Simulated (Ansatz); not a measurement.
Geometry optimisation, RKS B3LYP-D4/def2-SVP (Ansatz).

Input file:

```yaml
crystal:
  periodic: [false, false, false]
  atoms:
    - { symbol: Hf, position_ang: [-0.676879, -0.094362, -0.538185] }
    - { symbol: F, position_ang: [-0.214833, 1.140001, 2.345947] }
    - { symbol: Cl, position_ang: [1.293503, -1.150286, 0.181819] }
    - { symbol: Cl, position_ang: [-0.438177, 2.176919, -1.033833] }
    - { symbol: Cl, position_ang: [-1.298745, -1.202444, -2.500241] }
    - { symbol: S, position_ang: [-2.593622, -0.483113, 1.062048] }
    - { symbol: H, position_ang: [-2.693221, -1.80804, 0.763019] }
    - { symbol: H, position_ang: [-0.846725, 0.548524, 2.684026] }
basis:
  gaussian: { orbitals: def2-SVP }
hamiltonian:
  xc: b3lyp
  dispersion: d4
relax:
  f_tol: 0.03
  max_steps: 50
output:
  orbitals: {}
```

Launched with:

```bash
$ ansatz run input.yaml --threads 4 --pin off --max-ram 5120MiB --backend cpu --events-out ev --progress --plain --runs-dir out
```

Q: Where does it end, and by what steps?

A: It converged. The force dipped under the threshold on the way, but the program's further checks kept it going. After 14 steps the energy has fallen by 0.269 eV; H8 moved furthest, 0.58 Å. Joined: Hf1–F2 (3.17 → 2.39 Å).

```tsv
step	energy less start (eV)	largest force component (eV/Å)	accepted
0	0.0000	0.671	yes
1	-0.0751	0.664	yes
2	-0.1918	0.388	yes
3	-0.1608	1.157	no
4	-0.2426	0.139	yes
5	-0.2458	0.153	yes
6	-0.2546	0.080	yes
7	-0.2571	0.292	yes
8	-0.2613	0.255	yes
9	-0.2656	0.054	yes
10	-0.2673	0.071	yes
11	-0.2685	0.017	yes
12	-0.2689	0.037	yes
13	-0.2683	0.091	no
14	-0.2690	0.012	yes
```

```xyz
8
Properties=species:S:1:pos:R:3
Hf -0.612 0.031 -0.304
F -0.309 0.866 1.911
Cl 1.293 -1.255 0.197
Cl -0.328 2.273 -0.940
Cl -1.291 -0.982 -2.304
S -2.673 -0.468 1.077
H -2.407 -1.797 1.134
H -1.143 0.459 2.193
```

Whether the end is a true minimum wasn't checked by a vibrational analysis.

Time of the run: 50 s on 4 threads of Intel(R) Xeon(R) Platinum 8488C (Sapphire Rapids), with other jobs on the host, peak memory 0.41 GiB.
